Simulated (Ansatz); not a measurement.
System: C$_{2}$H$_{10}$N$_{2}$Si (charge 0, singlet). 
Structure (B3LYP-D3(BJ)/def2-TZVP (Ansatz, a program for electronic structure) minimum search):
```xyz
15

Si    -0.0073     0.0079     0.0280
C      1.5422    -0.9237    -0.4729
C     -1.0226     0.3622    -1.5094
N     -0.7643    -0.9756     1.2235
N      0.2407     1.5413     0.7741
H      2.2035    -1.0776     0.3825
H      2.0987    -0.3676    -1.2310
H      1.3047    -1.9044    -0.8947
H     -1.9752     0.8310    -1.2534
H     -1.2385    -0.5618    -2.0508
H     -0.4943     1.0288    -2.1970
H     -0.6965    -1.9797     1.1949
H     -1.6047    -0.6725     1.6894
H      0.7287     1.6188     1.6522
H      0.3237     2.3824     0.2269
```
Charge 0, spin multiplicity 1.

Property: vertical ionisation energy (to the doublet state of charge +1; each state is the SCF solution reached for its spin; for the doublet T1 is 0.050), in eV. Valence correlation only, unless marked. Open shells are spin-unrestricted. Spin-orbit coupling is left out. Non-relativistic. CBS marks a two-point X^-3 extrapolation of the correlation energy; Hartree-Fock from the larger set. [CCSD(T)-MP2]/basis is that difference in the basis named.

```json
[
 {"level": "HF/aug-cc-pV(D+d)Z", "program": "Ansatz", "vertical ionisation energy (eV)": "8.11"},
 {"level": "SVWN5/def2-TZVPD", "program": "Ansatz", "vertical ionisation energy (eV)": "8.53"},
 {"level": "r2SCAN/def2-TZVPD", "program": "Ansatz", "vertical ionisation energy (eV)": "8.53"},
 {"level": "B3LYP/def2-TZVPD", "program": "Ansatz", "vertical ionisation energy (eV)": "8.78"},
 {"level": "B2PLYP/def2-TZVPD", "program": "Ansatz", "vertical ionisation energy (eV)": "9.17"},
 {"level": "CCSD/aug-cc-pV(D+d)Z", "program": "Ansatz", "vertical ionisation energy (eV)": "9.21"},
 {"level": "RI-MP2/CBS(aug-cc-pV(T+d)Z,aug-cc-pV(Q+d)Z)+[CCSD(T)-MP2]/aug-cc-pV(T+d)Z", "program": "Ansatz", "vertical ionisation energy (eV)": "9.48"}
]
```
